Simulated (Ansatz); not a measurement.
## A rate constant, worked out

An elementary step of SiN2H6S, closed shell (SiN₂H₆S ([NH2][SiH]([NH2])[SH]) → SiN₂H₄S ([NH2][Si]([NH2])[S]) + H₂; Si–H, S–H broken or loosened, H–H formed or tightened). The start structure is the reactant molecule, and the electronic barrier above it is 1.906 eV by CCSD(T) at an estimated basis limit (MP2 extrapolated from triple and quadruple zeta, plus CCSD(T) − MP2 in triple zeta). Ansatz 0.2.0; basis: def2-TZVPP and def2-QZVPP; cores frozen in the correlated methods. Extrapolation: Hartree–Fock as exp(−7.88 √X), correlation as X^−2.97. Harmonic wavenumbers at PBE0-D4/def2-TZVP (Ansatz 0.2.0), in cm⁻¹:

Start: 167, 199, 242, 280, 298, 367, 398, 443, 494, 708, 746, 805, 822, 888, 900, 958, 1570, 1578, 2198, 2719, 3600, 3616, 3697, 3718.

Saddle: 1172i, 138, 208, 237, 291, 310, 376, 404, 484, 631, 743, 813, 913, 958, 992, 1023, 1562, 1579, 1715, 1770, 3618, 3621, 3722, 3723.

Question: Work out the transition-state-theory rate constant at 400 K from these numbers alone (harmonic vibrations; rotation, path degeneracy and anharmonicity left out), and the Wigner tunnelling factor. Use 1 cm⁻¹ = 1.2398 × 10⁻⁴ eV and k_B = 8.617 × 10⁻⁵ eV/K.

Answer: Zero-point energies, half the sums: start 31411/2 cm⁻¹ = 1.9472 eV; saddle, real modes only, 29831/2 cm⁻¹ = 1.8493 eV.
Barrier with zero-point energy: 1.906 + 1.8493 − 1.9472 = 1.8081 eV.
k_BT = 0.03447 eV, so the barrier is 52.46 k_BT.
Vibrational partition functions from the zero-point level, ln q = −Σ ln(1 − exp(−hν/k_BT)): start 4.263, saddle 4.095.
k = (k_BT/h) exp(ln q‡ − ln q) exp(−E0/k_BT), with log₁₀(k_BT/h in s⁻¹) = 12.92: log₁₀ k = 12.92 + (-0.168 − 52.46)/2.3026 = -9.94, so k ≈ 1 × 10^(-10) s⁻¹.
Wigner factor: 1 + (hν‡/k_BT)²/24 = 1 + (4.22)²/24 = 1.74, too large for this simple formula to be trusted. A change of 1 kcal/mol (0.043 eV) in the barrier would change k by a factor of 3.5 at this temperature.

No T1 diagnostic of these runs exceeds 0.013.

Labels in which every atom is bracketed show which atoms are joined, not bond orders.

For scale, one of the runs: CCSD(T)/def2-TZVPP, 230 basis functions (an equivalent command: `ansatz run in.yaml --threads 4`). Hardware: 4 CPU threads, shared host. Wall time 63 s; peak host memory 3.7 GiB.
